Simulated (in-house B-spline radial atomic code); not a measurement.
Configurations of the nitrogen ion N⁺, with energies counted from [He] 2s2 (2p1/2)2. Method: Dirac-Hartree-Fock, average of each configuration as written, Fermi nucleus of rms radius 2.5582 fm. Calculated with a B-spline radial code for spherical atoms. Energies include first-order Breit, QED and recoil terms.

Occupations are held fixed; configurations that lie above the ionisation limit could autoionise.

```json
{"configuration": "[He] 2s2 (2p1/2)1 (2p3/2)1", "E - E(ref) (eV)": "-0.89445", "highest orbital": "2p3/2", "its <r> (bohr)": "1.254"}
{"configuration": "[He] 2s2 (2p3/2)2", "E - E(ref) (eV)": "-0.57193", "highest orbital": "2p3/2", "its <r> (bohr)": "1.258"}
{"configuration": "[He] 2s2 (2p1/2)1 (4d3/2)1", "E - E(ref) (eV)": "23.841", "highest orbital": "4d3/2", "its <r> (bohr)": "10.08"}
{"configuration": "[He] 2s2 (2p3/2)1 6s1", "E - E(ref) (eV)": "25.411", "highest orbital": "6s1/2", "its <r> (bohr)": "20.9"}
{"configuration": "[He] 2s2 (2p3/2)1 (6g7/2)1", "E - E(ref) (eV)": "25.855", "highest orbital": "6g7/2", "its <r> (bohr)": "22"}
{"configuration": "[He] 2s1 (2p1/2)1 (2p3/2)1 (5d3/2)1", "E - E(ref) (eV)": "35.657", "highest orbital": "5d3/2", "its <r> (bohr)": "16.74"}
{"configuration": "[He] 2s1 (2p3/2)2 (6p1/2)1", "E - E(ref) (eV)": "36.519", "highest orbital": "6p1/2", "its <r> (bohr)": "23.1"}
```

**Question.** Order these further configurations by energy, lowest first.
A. [He] 2s1 (2p1/2)2 (5p1/2)1
B. [He] 2s2 (2p3/2)1 (5f7/2)1
C. [He] 2s1 (2p1/2)1 (2p3/2)1 (6f5/2)1
D. [He] 2s2 (2p3/2)1 (4p1/2)1
E. [He] 2s1 (2p1/2)2 (4f7/2)1

**Answer.** D (23.135 eV), B (25.189 eV), E (35.484 eV), A (36.245 eV), C (36.376 eV).

**Question.** How far above the reference does [He] 2s2 (2p3/2)1 3s1 lie?

**Answer.** 16.609 eV; its least bound orbital is 3s1/2 with <r> = 3.886 bohr.

**Question.** How far above the reference does [He] 2s1 (2p1/2)2 (2p3/2)1 lie?

**Answer.** 11.858 eV; its least bound orbital is 2p1/2 with <r> = 1.28 bohr.

**Question.** How far above the reference does [He] 2s2 (2p1/2)1 (5d5/2)1 lie?

**Answer.** 25.127 eV; its least bound orbital is 5d5/2 with <r> = 16.86 bohr.

**Question.** Is the reference the lowest configuration at this level of theory?

**Answer.** No: [He] 2s2 (2p1/2)1 (2p3/2)1 lies 0.8945 eV lower. Averages of configurations without correlation can order differently from the measured ground levels.
